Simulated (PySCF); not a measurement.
Species: C4H10Ge.
Cartesian coordinates in Å at the PBE0-D3(BJ)/def2-SVP level; atoms count from 1:
```
atom  x, y, z in Å
C1    -2.0289   -0.0597    0.9022
C2    -1.0515    0.3880   -0.1798
C3    -0.2431   -0.7421   -0.7337
C4     1.0930   -0.8358   -0.7529
Ge5    2.3290    0.4900   -0.0515
H6    -2.6350    0.7834    1.2657
H7    -2.7202   -0.8288    0.5220
H8    -1.4944   -0.4907    1.7627
H9    -1.6165    0.8531   -1.0084
H10   -0.3873    1.1753    0.2140
H11   -0.8329   -1.5709   -1.1534
H12    1.5385   -1.7336   -1.1971
H13    1.9836    0.8682    1.4030
H14    3.7518   -0.0992   -0.0840
H15    2.3159    1.7828   -0.8934
```

Linear response at B3LYP/def2-SVPD (PySCF, frozen core in the response, non-relativistic). Relativistic effects, spin–orbit coupling among them, are left out although an element past zinc is present.

Static isotropic polarisability: 84.06 au (12.46 Å³), principal values 68.8, 77.3, 106.1 au.

What is the polarisability at 1064 nm and at the sodium D line?

84.97 au at 1064 nm (+1.1 %), 87.14 au at 589.3 nm (+3.7 %). The rise at 589.3 nm is 3.39 times that at 1064 nm; a pure ω² law gives 3.26. The lowest singlet lies at 193 nm, shorter than both wavelengths.

What is the isotropic C6 coefficient between two such molecules, C6 = (3/π)∫α(iω)² dω?

2557 au (Eh·bohr⁶) by a ten-point quadrature over imaginary frequencies, which is 1530 eV·Å⁶ or 147 J·nm⁶/mol.

Which effective excitation energy ω̄ makes London's formula C6 = (3/4)α²ω̄ exact here?

ω̄ = 4·C6/(3α²) = 0.482 Eh = 13.1 eV. A one-pole form α(ω) = α/(1 − ω²/ω̄²) fitted to the 1064 nm value gives 11.3 eV. London's choice of the ionisation energy (9.37 eV, ΔSCF at the same level) gives C6 = 1820 au, 29 % too low.

The lowest 10 singlets have (eV, f): 6.42, 0.231; 6.55, 0.026; 6.60, 0.083; 7.06, 0.021; 7.31, 0.003; 7.43, 0.011; 7.54, 0.008; 7.60, 0.002; 7.70, 0.040; 7.87, 0.004. What share of the static polarisability do they carry in the sum over states α = Σ f/ω²?

7.17 au, 8.5 % of α; the largest term, 4.14 au, is that of the state at 6.42 eV. Their oscillator strengths add up to 0.43. Higher states carry the rest.

What n − 1 at the D line would an ideal gas of it have at 273.15 K and 1 atm (2.6868 × 10¹⁹ cm⁻³), by n − 1 = 2π·N·α′?

21.80 × 10⁻⁴, a formal value whether or not that pressure can be reached.

How many electrons N does the Slater–Kirkwood formula C6 = (3/4)·√N·α^(3/2) need to give this C6?

N = (4·C6/3)²/α³ = 19.6; the species has 66 electrons in all.

How anisotropic is the static polarisability, by Δα² = ½[(α1 − α2)² + (α2 − α3)² + (α3 − α1)²]?

Δα = 33.9 au, or 0.40 of the isotropic value.

What molar refraction at the D line follows from R = (4π/3)·N_A·α′, with α′ the polarisability volume?

α′ = 12.91 Å³ gives R = 32.57 cm³/mol, for isolated, non-vibrating species.

What three-body coefficient follows from the one-pole estimate C9 = (3/4)·α·C6?

161000 au. This is an estimate from the two numbers above, not a computed integral.

Time: 1.9 min; peak memory 0.93 GiB. Hardware: one thread, Arm Neoverse V1 (aarch64), no GPU (shared host). This is the whole response run at B3LYP/def2-SVPD, SCF included.

One conformer stands for the species.
